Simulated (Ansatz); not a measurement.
Born–Oppenheimer molecular dynamics of BH4NO2 (8 atoms, charge 0, multiplicity 1). It starts from a relaxed structure.

Theory: RKS PBE0-D4/def2-SVP (Ansatz 0.2.0).

* ensemble: NVT, Langevin thermostat
* time step: 0.5 fs
* steps asked: 300
* set temperature: 3000 K
* friction: 0.02 /fs
* seed: 974976

Frames 0.5 fs apart, positions in Å, forces in eV/Å.

Velocities at 85 fs (Å/ps):

```
B 5.93 -0.94 4.47
N -21.39 -3.05 5.53
H -26.41 -67.74 -44.14
H 29.08 10.71 -28.76
O 1.79 -7.19 -6.20
H 17.62 32.17 37.87
O 2.98 -1.18 -27.70
H -41.81 -2.63 27.32
```

```xyz
8
Properties=species:S:1:pos:R:3:forces:R:3 time_fs=85 energy_less_start_eV=0.431 T=1800
B -0.686 -0.339 -0.443 1.51 1.97 1.01
N -1.423 -0.012 0.761 -0.28 0.84 -0.09
H -2.364 0.413 0.657 0.80 -0.73 -0.15
H -0.947 0.574 1.419 0.49 0.40 0.51
O 0.569 0.163 -0.821 -1.36 0.23 2.10
H 0.866 -0.165 -1.653 0.17 -0.57 -0.91
O -1.278 -1.158 -1.268 -1.15 -1.83 -2.53
H -2.156 -1.386 -0.966 -0.19 -0.31 0.06
8
Properties=species:S:1:pos:R:3:forces:R:3 time_fs=85.5 energy_less_start_eV=0.456 T=1861
B -0.682 -0.339 -0.440 1.10 1.58 0.65
N -1.434 -0.014 0.763 0.60 0.72 -0.17
H -2.376 0.381 0.635 0.57 -0.43 -0.02
H -0.932 0.581 1.405 0.05 0.23 0.30
O 0.570 0.160 -0.824 -1.85 0.81 3.58
H 0.870 -0.149 -1.635 0.65 -1.10 -2.28
O -1.277 -1.158 -1.282 -2.33 -1.84 -1.58
H -2.178 -1.386 -0.950 1.22 0.03 -0.49
8
Properties=species:S:1:pos:R:3:forces:R:3 time_fs=86 energy_less_start_eV=0.564 T=1833
B -0.679 -0.339 -0.437 0.68 1.20 0.27
N -1.446 -0.018 0.765 1.52 0.76 -0.12
H -2.387 0.354 0.611 0.40 -0.18 0.11
H -0.914 0.590 1.394 -0.51 -0.05 -0.01
O 0.571 0.158 -0.826 -2.25 1.25 4.81
H 0.873 -0.135 -1.624 1.06 -1.50 -3.40
O -1.276 -1.157 -1.297 -3.13 -1.73 -0.70
H -2.199 -1.383 -0.935 2.24 0.26 -0.96
8
Properties=species:S:1:pos:R:3:forces:R:3 time_fs=86.5 energy_less_start_eV=0.690 T=1584
B -0.675 -0.340 -0.433 0.27 0.81 -0.13
N -1.458 -0.020 0.768 2.31 0.83 -0.08
H -2.398 0.327 0.585 0.31 0.03 0.24
H -0.898 0.598 1.387 -1.04 -0.32 -0.29
O 0.572 0.155 -0.826 -2.42 1.46 5.43
H 0.879 -0.123 -1.619 1.26 -1.67 -3.93
O -1.276 -1.156 -1.312 -3.56 -1.51 0.08
H -2.214 -1.377 -0.925 2.87 0.36 -1.32
8
Properties=species:S:1:pos:R:3:forces:R:3 time_fs=87 energy_less_start_eV=0.772 T=1592
B -0.671 -0.341 -0.428 -0.04 0.47 -0.55
N -1.468 -0.023 0.769 3.06 0.82 -0.06
H -2.409 0.296 0.560 0.14 0.25 0.33
H -0.888 0.605 1.381 -1.49 -0.53 -0.51
O 0.573 0.153 -0.826 -2.19 1.31 5.03
H 0.891 -0.117 -1.625 1.04 -1.47 -3.41
O -1.275 -1.156 -1.326 -3.73 -1.25 0.75
H -2.222 -1.372 -0.916 3.22 0.38 -1.58
8
Properties=species:S:1:pos:R:3:forces:R:3 time_fs=87.5 energy_less_start_eV=0.807 T=1788
B -0.669 -0.343 -0.425 -0.28 0.19 -0.92
N -1.479 -0.025 0.770 3.78 0.74 -0.10
H -2.417 0.260 0.533 -0.10 0.48 0.41
H -0.881 0.611 1.376 -1.87 -0.67 -0.67
O 0.573 0.151 -0.825 -1.49 0.83 3.52
H 0.908 -0.117 -1.645 0.35 -0.93 -1.79
O -1.274 -1.157 -1.341 -3.72 -0.95 1.32
H -2.223 -1.363 -0.910 3.32 0.33 -1.78
8
Properties=species:S:1:pos:R:3:forces:R:3 time_fs=88 energy_less_start_eV=0.852 T=1792
B -0.666 -0.344 -0.422 -0.48 -0.05 -1.21
N -1.488 -0.028 0.773 4.22 0.57 -0.32
H -2.424 0.228 0.503 -0.23 0.65 0.50
H -0.882 0.617 1.369 -2.08 -0.70 -0.70
O 0.573 0.149 -0.823 -0.63 0.30 1.74
H 0.929 -0.122 -1.672 -0.47 -0.35 0.09
O -1.275 -1.157 -1.356 -3.54 -0.63 1.78
H -2.217 -1.350 -0.910 3.22 0.21 -1.88
8
Properties=species:S:1:pos:R:3:forces:R:3 time_fs=88.5 energy_less_start_eV=0.920 T=1806
B -0.663 -0.348 -0.421 -0.69 -0.24 -1.41
N -1.497 -0.029 0.776 4.32 0.21 -0.76
H -2.426 0.203 0.469 -0.31 0.78 0.58
H -0.893 0.621 1.355 -2.04 -0.50 -0.52
O 0.571 0.146 -0.820 0.20 -0.09 0.22
H 0.952 -0.127 -1.702 -1.20 0.12 1.66
O -1.277 -1.157 -1.370 -3.17 -0.32 2.10
H -2.205 -1.337 -0.914 2.90 0.06 -1.88
8
Properties=species:S:1:pos:R:3:forces:R:3 time_fs=89 energy_less_start_eV=1.000 T=1651
B -0.660 -0.352 -0.422 -0.91 -0.41 -1.54
N -1.503 -0.030 0.779 4.12 -0.29 -1.35
H -2.426 0.184 0.438 -0.30 0.86 0.66
H -0.908 0.622 1.336 -1.80 -0.13 -0.18
O 0.568 0.143 -0.818 0.91 -0.33 -0.89
H 0.972 -0.134 -1.727 -1.75 0.44 2.79
O -1.280 -1.159 -1.384 -2.53 0.02 2.23
H -2.184 -1.322 -0.919 2.27 -0.17 -1.73
8
Properties=species:S:1:pos:R:3:forces:R:3 time_fs=89.5 energy_less_start_eV=1.086 T=1616
B -0.657 -0.355 -0.424 -1.12 -0.56 -1.62
N -1.508 -0.031 0.780 3.58 -0.80 -2.04
H -2.429 0.165 0.406 -0.08 0.88 0.83
H -0.926 0.623 1.316 -1.48 0.33 0.19
O 0.565 0.140 -0.815 1.44 -0.46 -1.59
H 0.988 -0.144 -1.745 -2.10 0.65 3.47
O -1.284 -1.160 -1.397 -1.46 0.42 2.13
H -2.155 -1.304 -0.928 1.21 -0.46 -1.37
8
Properties=species:S:1:pos:R:3:forces:R:3 time_fs=90 energy_less_start_eV=1.192 T=1452
B -0.654 -0.359 -0.427 -1.32 -0.69 -1.69
N -1.511 -0.033 0.780 2.84 -1.35 -2.78
H -2.432 0.146 0.372 0.27 0.88 1.07
H -0.945 0.624 1.298 -1.10 0.85 0.57
O 0.562 0.138 -0.813 1.81 -0.52 -1.95
H 0.996 -0.154 -1.753 -2.27 0.77 3.78
O -1.290 -1.161 -1.410 -0.12 0.83 1.82
H -2.128 -1.286 -0.938 -0.10 -0.77 -0.81
8
Properties=species:S:1:pos:R:3:forces:R:3 time_fs=90.5 energy_less_start_eV=1.319 T=1445
B -0.650 -0.363 -0.428 -1.52 -0.82 -1.74
N -1.513 -0.035 0.779 2.06 -1.88 -3.49
H -2.435 0.126 0.339 0.63 0.88 1.34
H -0.965 0.625 1.285 -0.74 1.35 0.91
O 0.558 0.135 -0.812 2.08 -0.56 -2.17
H 0.996 -0.169 -1.756 -2.33 0.88 3.91
O -1.296 -1.163 -1.422 1.38 1.20 1.34
H -2.104 -1.269 -0.952 -1.56 -1.04 -0.11
```

Of the whole run (150 fs, mean temperature of the second half 2618 K): The mean temperature of the second half is 13 % below the set value. A run of 0.15 ps of so small a system gives no equilibrium averages.

Time of the run: 9.1 min on 1 thread of Intel(R) Xeon(R) Platinum 8375C CPU @ 2.90GHz (Ice Lake), with other jobs on the host, peak memory 0.15 GiB.
